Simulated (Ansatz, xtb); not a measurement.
Relative energy of two isomers of C2H8OSi3

Structure I: `C#C[Si@@H](O)[SiH2][SiH3]`, a singlet. Structure II: `C#C[SiH2][SiH2][SiH2]O`, a singlet. Both are isolated molecules in the gas phase, relaxed with PBE0-D3(BJ)/def2-SVP, each in the lowest conformer that the search found.

Estimate E(II) − E(I) at the level CCSD(T)/def2-SVP + ΔMP2/def2-TZVPP.

Too close to call at this level: CCSD(T)/def2-SVP + ΔMP2/def2-TZVPP gives E(II) − E(I) = +0.63 kJ/mol.

Level by level:

```
                             level              geometry  E(II) − E(I) (kJ/mol)  departure from the last row (kJ/mol)  job, with rough time for the two
              PBE0-D3(BJ)/def2-SVP  PBE0-D3(BJ)/def2-SVP                   −1.29                                 −1.92             optimisation, 1.9 min
                       HF/def2-SVP  PBE0-D3(BJ)/def2-SVP                   +6.67                                 +6.04           part of the CCSD(T) run
                      MP2/def2-SVP  PBE0-D3(BJ)/def2-SVP                   +0.87                                 +0.24           part of the CCSD(T) run
                  CCSD(T)/def2-SVP  PBE0-D3(BJ)/def2-SVP                   +1.42                                 +0.79                      single point
CCSD(T)/def2-SVP + ΔMP2/def2-TZVPP  PBE0-D3(BJ)/def2-SVP                   +0.63                                                      single point, 49 s
```

As drawn, both hold the same kinds of bond in the same numbers.

The largest departure from CCSD(T)/def2-SVP + ΔMP2/def2-TZVPP is that of HF/def2-SVP, 6.04 kJ/mol. Levels run at GFN2-xTB geometries aren't shown. The last row adds to CCSD(T) the change of the MP2 difference between the two basis sets, here −0.79 kJ/mol.

With thermal terms from frequencies at re-optimised GFN2-xTB minima (ideal gas, soft modes damped towards free rotors, one conformer each, 298.15 K, 1 atm): on the last row, ΔE + ΔZPE = +1.52, ΔH = −0.05, ΔG = +5.19 kJ/mol.

The correlated steps freeze 18 core orbitals. Mirror images aren't counted in ΔG. Programs: Ansatz 0.2.0, xtb 6.7.1; the last row on 2 threads of Intel(R) Xeon(R) 6975P-C (Granite Rapids) on a shared host.
